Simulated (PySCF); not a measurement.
OY, neutral, multiplicity 2. Atoms are numbered in the order given.

```xyz
2

Y      0.0000     0.0000    -0.3075
O      0.0000     0.0000     1.4990
```
Charge 0, spin multiplicity 2.

The structure is a stationary point at PBE-D3(BJ)/def2-TZVPD. The def2 effective core potentials stand for the cores of Y; spin–orbit coupling is left out.

All values below come from PySCF with r2SCAN/def2-TZVPD.

Mulliken values depend strongly on the basis, most of all with diffuse functions as here. ESP charges are fitted to the potential on shells at 1.4 to 2.0 van der Waals radii. Atomic charges (e):

```tsv
atom	Mulliken	ESP fit	Mulliken spin
Y1	0.74	0.60	1.07
O2	-0.74	-0.60	-0.07
```
